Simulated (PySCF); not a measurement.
Si(H)(F)(Cl)(OMe) (CH₄ClFOSi), SMILES Cl[SiH](OC)F.

Coordinates come from a B3LYP-D3(BJ)/def2-SVP optimisation. One conformer was computed; it need not be the lowest.

Computed with CAM-B3LYP/def2-TZVP (PySCF).

Isolated molecule, no solvent.

Computed frontier levels, gap, dipole moment and polarisability:
```
Property                                                                                                        Value
---------------------------------------------------------------------------------------------  ----------------------
highest occupied level                                                                                      -10.45 eV
lowest empty level                                                                                            1.64 eV
orbital gap                                                                                                  12.09 eV
dipole moment                                                                                                  2.35 D
quadrupole, principal values (traceless, Buckingham form, about the centre of nuclear charge)  -6.23, -0.01, 6.24 D·Å
mean static polarisability                                                                       49.6 bohr³ (7.35 Å³)
polarisability, principal values                                                               42.4, 45.7, 60.7 bohr³
```
